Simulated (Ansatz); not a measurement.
Isolated molecules relaxed with PBE0-D4/def2-TZVP in Ansatz; ΔE leaves out vibrations. CCSD(T)/CBS adds triple-zeta CCSD(T) − MP2 to the extrapolated MP2 energy (def2 sets, frozen cores). This one scheme is used for every species, atoms too. For atomizations the MP2-based limit and the directly extrapolated one differ by several kJ/mol either way, and by 10 to 25 for some Ge, Se and Sn compounds, so smaller differences from it don't rank the levels. Functionals use def2-TZVPP. HSE06 is defined as in plane-wave codes. No spin–orbit coupling; open shells (•) take unrestricted orbitals. Spin–orbit coupling would lower the free atoms: a little for C, O, Si.

Consider the atomization: `C1CO[SiH2]C1` → 3 C• + 8 H• + O• + Si•.

```json
{"level": "revPBE-D4", "ΔE (kJ/mol)": "5039.0", "difference from CCSD(T)/CBS": "-39.9"}
{"level": "r2SCAN-D4", "ΔE (kJ/mol)": "5085.2", "difference from CCSD(T)/CBS": "6.3"}
{"level": "B97M-V", "ΔE (kJ/mol)": "5081.7", "difference from CCSD(T)/CBS": "2.8"}
{"level": "PBE0-D4", "ΔE (kJ/mol)": "5087.4", "difference from CCSD(T)/CBS": "8.5"}
{"level": "CAM-B3LYP-D4", "ΔE (kJ/mol)": "5097.4", "difference from CCSD(T)/CBS": "18.5"}
{"level": "ωB97X-V", "ΔE (kJ/mol)": "5095.1", "difference from CCSD(T)/CBS": "16.2"}
{"level": "B2PLYP", "ΔE (kJ/mol)": "5019.7", "difference from CCSD(T)/CBS": "-59.2"}
{"level": "PBE", "ΔE (kJ/mol)": "5121.9", "difference from CCSD(T)/CBS": "43.0"}
{"level": "BLYP", "ΔE (kJ/mol)": "4978.3", "difference from CCSD(T)/CBS": "-100.6"}
{"level": "r2SCAN", "ΔE (kJ/mol)": "5078.5", "difference from CCSD(T)/CBS": "-0.4"}
{"level": "r2SCANh", "ΔE (kJ/mol)": "5055.1", "difference from CCSD(T)/CBS": "-23.8"}
{"level": "r2SCAN0", "ΔE (kJ/mol)": "5021.8", "difference from CCSD(T)/CBS": "-57.1"}
{"level": "HSE06", "ΔE (kJ/mol)": "5069.3", "difference from CCSD(T)/CBS": "-9.6"}
{"level": "LC-ωPBE", "ΔE (kJ/mol)": "5071.3", "difference from CCSD(T)/CBS": "-7.6"}
{"level": "HF/def2-QZVPP", "ΔE (kJ/mol)": "3789.1", "difference from CCSD(T)/CBS": "-1289.8"}
{"level": "SCS-MP2/def2-QZVPP", "ΔE (kJ/mol)": "5089.8", "difference from CCSD(T)/CBS": "10.9"}
{"level": "CCSD(T)/CBS", "ΔE (kJ/mol)": "5078.9", "difference from CCSD(T)/CBS": "0"}
```

Largest T1 diagnostic among the species: 0.012.

From r2SCAN to r2SCAN0 (25 % exact exchange), in def2-TZVPP and without D4, ΔE moves by −56.6 kJ/mol: exact exchange takes away binding that semilocal exchange gives to molecules. In def2-TZVPP, CCSD(T) changes the Hartree–Fock value by +1175.9 kJ/mol (the triples alone add +64.6 kJ/mol) and MP2 by +1243.1 kJ/mol; breaking electron pairs costs correlation energy, which Hartree–Fock lacks. At CCSD(T), def2-SVP lies −257.2 kJ/mol from the extrapolated value and def2-TZVPP −120.7 kJ/mol: correlation converges slowly with the basis, and small sets miss more of it in the bonded molecule than in its fragments.
